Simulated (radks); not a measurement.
The table gives one normalised radial function P(r) = r R(r) of Ho32+ in [Ar] 3d10 4s2 4p5 (r in bohr). Calculated with a radial shooting solver on a logarithmic mesh with Libxc functionals: scalar-relativistic Kohn-Sham, r2SCAN, spin-polarised, spherical densities, finite nucleus; open shells are filled with parallel spins first (spin-orbit coupling, left out, can overturn this in heavy ions); meta-GGA in the generalised Kohn-Sham scheme; Fermi nuclear charge, rms radius 5.2022 fm.

r            P
0.0008425   0.1174
0.001071    0.1423
0.001362    0.1717
0.001745    0.2070
0.002218    0.2461
0.00282     0.2895
0.003585    0.3359
0.004557    0.3825
0.005839    0.4262
0.007423    0.4569
0.009437    0.4658
0.012       0.4398
0.01525     0.3639
0.01954     0.2190
0.02484     0.0098
0.03158    -0.2523
0.04015    -0.5205
0.05104    -0.7095
0.06541    -0.7031
0.08315    -0.4103
0.1057      0.1472
0.1344      0.7670
0.1708      1.0814
0.2172      0.7574
0.2783     -0.2269
0.3538     -1.2893
0.4497     -1.7717
0.5717     -1.4454
0.7268     -0.7446
0.9314     -0.2204
1.184      -0.0367
1.505      -0.0029

Which n and l does it have? It may be an empty orbital.

Answer. n = 4, l = 0: the number of nodes gives n - l - 1 = 3, the rise at small r (about r^(l+1), flatter next to the nucleus through relativity) gives l, and the extent must fit the shell. The curve is that of 4s up; the table hardly tells the two spins apart. 4s up: eigenvalue -1469.0 eV, 3 radial nodes at r = 0.0251, 0.0999, 0.265 bohr, <r> = 0.468 bohr, 90 % of the charge inside 0.660 bohr.
